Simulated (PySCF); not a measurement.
**Computed structure and properties of [W3]+**

System: [W3]+ (quartet; a saddle point, relaxed within its symmetry); start: template (D∞h). Method: PySCF 2.14.0, UKS BP86, W def2-SVP with ECP60; non-relativistic Hamiltonian with scalar-relativistic core potentials where named; density fitting; no spin-orbit coupling.

Input of the relaxation:

```python
mol = gto.M(atom='''
W      0.00000     0.00000     2.40000
W      0.00000     0.00000     0.00000
W      0.00000     0.00000    -2.40000''',
    basis={'W': 'def2-SVP'},
    ecp={'W': 'def2-SVP'},
    charge=1, spin=3)
mf = dft.UKS(mol, xc='B88,P86')
mf.grids.atom_grid = (50, 194)
mf = mf.density_fit()  # fitting sets: W def2-universal-JKFIT
mf.conv_tol = 1e-08; mf.max_cycle = 55
mf.kernel(dm0)  # dm0: converged density of the start geometry
# quasi-Newton relaxation in Cartesian coordinates to a largest gradient under 0.00045 Eh/bohr, steps kept in the point group
```

Run from Python with OMP_NUM_THREADS=2; the lines above give its settings. Where DIIS fails, smearing, a level shift and second-order steps follow.
It took 8 min on 2 threads of Arm Neoverse V2, on a shared host, from the converged density of the start.

Course of the relaxation:

```csv
step,energy above end (eV),largest force component within the symmetry (eV/Å)
0,0.0604,0.751
1,0.0490,0.683
2,0.0387,0.613
3,0.0262,0.510
4,0.1323,0.446
5,0.0166,0.410
6,0.0110,0.337
7,0.0030,0.392
8,0.0006,0.079
9,0.0001,0.040
10,0.0000,0.001
```

Relaxed geometry (D∞h):

```xyz
3

W     0.0000    0.0000    2.3227
W     0.0000    0.0000    0.0000
W     0.0000    0.0000   -2.3227
```

```tsv
contact	Å
W2–W1	2.323
W3–W2	2.323
W3–W1	4.645
```

On the finer grid (75, 302):

```
HOMO                                                         : -9.55 eV
LUMO                                                         : -10.00 eV
Dipole about the centre of mass                              : 0.00 D
Spin squared                                                 : 5.653
Set of Mulliken populations of W1 outside the core potential : s 3.18, p 5.98, d 4.16, f 0.02
D3(BJ) dispersion energy (not in the energies)               : -0.307 eV
```

```json
{"atom": "W1", "Mulliken (e)": "0.66", "Löwdin (e)": "0.57", "spin (e)": "2.71"}
{"atom": "W2", "Mulliken (e)": "-0.32", "Löwdin (e)": "-0.14", "spin (e)": "-2.42"}
{"atom": "W3", "Mulliken (e)": "0.66", "Löwdin (e)": "0.57", "spin (e)": "2.71"}
```

Another spin state tried lies lower. The state is spin-contaminated. An empty level of one spin lies below a filled level of the other.

On the grid (50, 194), as all that follows. Harmonic modes: 3 unstable, so a saddle point once the symmetry is let go (counted below −25 cm⁻¹); lowest -151 cm⁻¹ (negative: unstable), highest 135 cm⁻¹, zero-point energy 0.008 eV.

One start shape was tried, so this needn't be the lowest isomer.

Open shells may have lower solutions than the one found.
